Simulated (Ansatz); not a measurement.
Two structures of Si2H8SO, singlet, reached by relaxing down either side of one saddle point (PBE0-D4/def2-TZVP). Energies are electronic, without zero-point energy. Program: Ansatz 0.2.0. Basis: def2-TZVPP and def2-QZVPP. Cores are frozen in the correlated methods. Extrapolation: Hartree–Fock as exp(−7.88 √X), correlation as X^−2.97. First:

| atom | x (Å) | y (Å) | z (Å) |
| --- | --- | --- | --- |
| Si1 | 0.8091 | 0.3438 | -1.3794 |
| S2 | 1.4569 | 0.9129 | 0.5749 |
| H3 | -0.6550 | 0.4781 | -1.5240 |
| H4 | 1.2526 | -1.0688 | -1.4781 |
| O5 | 1.4315 | 1.2871 | -2.5700 |
| H6 | -0.5318 | -1.0698 | 2.8096 |
| Si7 | -1.4966 | -1.0882 | 1.6836 |
| H8 | 0.8349 | 2.1043 | 0.5521 |
| H9 | 2.3828 | 1.4074 | -2.5858 |
| H10 | -1.9350 | 0.2929 | 1.3632 |
| H11 | -2.6841 | -1.8974 | 2.0666 |
| H12 | -0.8651 | -1.7024 | 0.4874 |

Second:

```xyz
12
angstrom
Si -0.1611 -0.5932 -1.5578
S 1.9641 1.6271 1.3681
H -1.1759 -0.4270 -2.6302
H 0.5481 -1.8845 -1.7961
O 0.8554 0.6956 -1.6503
H 1.5765 0.5055 1.9964
Si -1.2430 -0.7452 0.5241
H 0.7782 2.2200 1.5794
H 1.3163 0.9532 -0.8401
H -1.8348 0.5616 0.9286
H -0.2929 -1.1524 1.6006
H -2.3308 -1.7608 0.4772
```

Problem. Which bonds change from the first to the second?

Solution. SiH₄SO ([OH][SiH2][SH]) + SiH₄ → Si₂H₆O ([OH][SiH2][SiH3]) + H₂S; bonds formed: Si1–Si7, S2–H6; bonds broken: Si1–S2, H6–Si7.

Problem. Give the saddle point's structure and its height above each. (Judge from chemistry; the value comes from the calculation.)

Solution. By the calculation: 2.652 eV above the first and 1.949 eV above the second (CCSD(T) at an estimated basis limit (MP2 extrapolated from triple and quadruple zeta, plus CCSD(T) − MP2 in triple zeta)).
Si1  (0.361, -0.169, -0.981)
S2  (1.999, 0.623, 0.888)
H3  (-0.902, -0.553, -1.694)
H4  (1.271, -1.332, -1.042)
O5  (0.617, 1.258, -1.734)
H6  (0.336, -0.073, 0.742)
Si7  (-1.333, -0.710, 0.870)
H8  (1.406, 1.793, 1.187)
H9  (1.410, 1.703, -1.417)
H10  (-2.380, 0.268, 0.489)
H11  (-1.162, -0.740, 2.345)
H12  (-1.622, -2.068, 0.347)
(Å)

The T1 diagnostic stays at or below 0.015.

Labels in which every atom is bracketed show which atoms are joined, not bond orders.

For scale, one of the runs: CCSD(T)/def2-TZVPP, 269 basis functions, launched by `ansatz run in.yaml --threads 4 --pin off --events-out ev --progress --plain --max-ram 9574MiB`. The run took 2.7 min on 4 CPU threads of an Intel Xeon Platinum 8259CL (shared host), with 6.3 GiB of host memory at its peak.
